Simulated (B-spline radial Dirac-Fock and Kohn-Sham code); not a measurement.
Magnetic form factor of the 3d shell of Tl⁶¹⁺

System: the Tl⁶¹⁺ ion, [Ar] 3d2.

Calculated with a radial atomic solver, using relativistic Hartree-Fock (Dirac-Fock) wave functions, averaged over the configuration. ⟨j_K⟩ is the integral of the 3d radial density with the spherical Bessel function j_K(4πsr), s = sin θ/λ.

```csv
s (Å⁻¹),⟨j0⟩,⟨j2⟩,⟨j4⟩
0,1.0000,0.0000,0.0000
0.05,0.9995,0.0002,0.0000
0.1,0.9981,0.0008,0.0000
0.15,0.9958,0.0017,0.0000
0.2,0.9925,0.0030,0.0000
0.25,0.9883,0.0047,0.0000
0.3,0.9832,0.0067,0.0000
0.35,0.9772,0.0091,0.0000
0.4,0.9703,0.0118,0.0001
0.45,0.9626,0.0148,0.0001
0.5,0.9541,0.0182,0.0001
0.6,0.9345,0.0258,0.0003
0.7,0.9119,0.0345,0.0005
0.8,0.8865,0.0442,0.0008
0.9,0.8586,0.0547,0.0013
1,0.8284,0.0659,0.0020
1.1,0.7963,0.0776,0.0028
1.2,0.7625,0.0896,0.0039
1.4,0.6911,0.1140,0.0067
1.6,0.6168,0.1379,0.0107
```

Radial moments of the shell: ⟨r²⟩ = 0.02553, ⟨r⁴⟩ = 0.001084, ⟨r⁶⟩ = 6.913e-05 in powers of bohr.
